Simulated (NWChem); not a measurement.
**Total energies of CClF**

```
C
F 1 1.2918
Cl 1 1.7615 2 106.66
```
Charge 0, spin multiplicity 1.

The numbers come from NWChem runs, not from measurements. All single points use one geometry, from B3LYP/def2-SVP, a minimum by its harmonic frequencies.

Basis set: cc-pVDZ (46 functions).

| method | total energy (Ha) |
|---|---|
| RHF | -596.71331 |
| MP2 | -597.14824 |
| B2PLYP | -597.79765 |
| PBE | -597.73052 |
| B3LYP | -598.06761 |
| r2SCAN | -597.96190 |
| CCSD(T) | -597.18610 |

Total energies of different functionals aren't comparable as a measure of quality: only differences taken within one method are. 

The correlated methods keep 7 core orbitals frozen. B3LYP has NWChem's definition, with VWN1-RPA local correlation. The structure started from a generated list of species. Coupled-cluster values serve here as a point of comparison, not as the truth.
